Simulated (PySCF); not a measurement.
# One molecule, several mistakes: BGeH3NO cation

Calculated results; nothing here was measured. They come from PySCF 2.14.0, an open-source quantum chemistry program, on an isolated molecule that a program drew, which may never have been made. The molecule is BGeH3NO cation (charge +1, singlet), drawn as the SMILES string `[BH+][O][GeH]=[NH]`.

Each row is a Hartree-Fock (HF) and frozen-core CCSD(T) single point in the cc-pVDZ basis, meant for a local HF minimum. Run 1 is clean. Each other run has one planted mistake out of seven kinds, and not every kind appears here: one electron removed, one electron added, multiplicity raised by two, geometry at a saddle point, minimal basis STO-3G, one bond length entered in bohr, all coordinates scaled. The reference is restricted for singlets and unrestricted otherwise, and also for a bond in bohr. Adding or removing an electron swaps singlet and doublet. Electrons count all cores. HOMO and LUMO are orbital energies over both spins, the gradient is its largest component, and the lowest frequency (negative if imaginary) is given only where the gradient is small. Bond lengths are over the 6 bonds as drawn. T1 is the CCSD diagnostic: over 0.02 (restricted) or 0.045 (unrestricted) a single reference is doubtful. Germanium has the cc-pVDZ-PP basis, with a core potential (ECP10MDF) in place of its 10 inner electrons, and its 3s, 3p and 3d shells are frozen in CCSD(T).

Geometry of the clean run:
```xyz
7
BGeH3NO cation, angstrom
B     0.4820   -2.0476   -0.0111
O     1.0378   -1.0730    0.4457
Ge    1.7738    0.6050    1.2593
N     0.7756    1.6931    1.9623
H    -0.0539   -2.9890   -0.4526
H     3.2101    0.3518    0.9533
H    -0.2228    1.5581    2.0080
```

| run | electrons | basis functions | <S^2> | HOMO (eV) | LUMO (eV) | gradient (hartree/bohr) | lowest frequency (cm^-1) | mean bond (Å) | longest bond (Å) | T1 | HF (hartree) | CCSD(T) (hartree) | mistake |
|---|---|---|---|---|---|---|---|---|---|---|---|---|---|
| 1 | 54 | 80 | 0.000 | -15.37 | -3.22 | 3.5e-05 | 110 | 1.4200 | 2.005 | 0.0246 | -448.85482 | -449.41055 | no fault |
| 2 | 54 | 80 | 0.000 | -15.11 | -3.42 | 5.5e-02 | - | 1.4825 | 2.093 | 0.0286 | -448.84072 | -449.41143 | all coordinates scaled |
| 3 | 54 | 80 | 1.219 | -14.28 | -3.79 | 6.8e-02 | - | 1.5695 | 2.005 | 0.0802 | -448.72560 | -449.26419 | one bond length entered in bohr |
| 4 | 53 | 80 | 0.758 | -24.37 | -12.53 | 1.0e-01 | - | 1.4200 | 2.005 | 0.0188 | -448.36723 | -448.85162 | one electron removed |
| 5 | 54 | 80 | 2.037 | -11.88 | -4.75 | 1.1e-01 | - | 1.4200 | 2.005 | 0.0201 | -448.77804 | -449.27809 | ? |

**Which mistake was planted in run 5, and what did it cost?**

Electrons, basis and geometry are unchanged, and <S^2> is 2.037, beside S(S+1) = 2.00 for a multiplicity of 3. So the mistake is: multiplicity raised by two. Subtracting run 1 and multiplying by 627.51 kcal/mol a hartree, the energy moved by 48.2 kcal/mol in HF and 83.1 kcal/mol in CCSD(T).

Cautions from the logs. Run 1: T1 is over the limit, so its CCSD(T) energy is less reliable; run 2: T1 is over the limit, so its CCSD(T) energy is less reliable; run 3: T1 is over the limit, so its CCSD(T) energy is less reliable.
